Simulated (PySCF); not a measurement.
A structure optimised at PBE-D3(BJ)/def2-SVP, used in a PySCF frequency run:

```
Nb
F 1 1.8610
S 1 2.1468 2 107.72
Cl 1 2.2879 2 111.27 3 117.94
Cl 1 2.2879 2 111.27 3 -117.94
```
Charge 0, spin multiplicity 1.

### Question
Write its SMILES, formula and point group.

### Answer
[F][Nb](=[S])([Cl])[Cl], Cl₂FNbS, Cs

### Question
What are its rotational constants (standard atomic weights)?

### Answer
1.5606, 1.3727, 1.1016 GHz
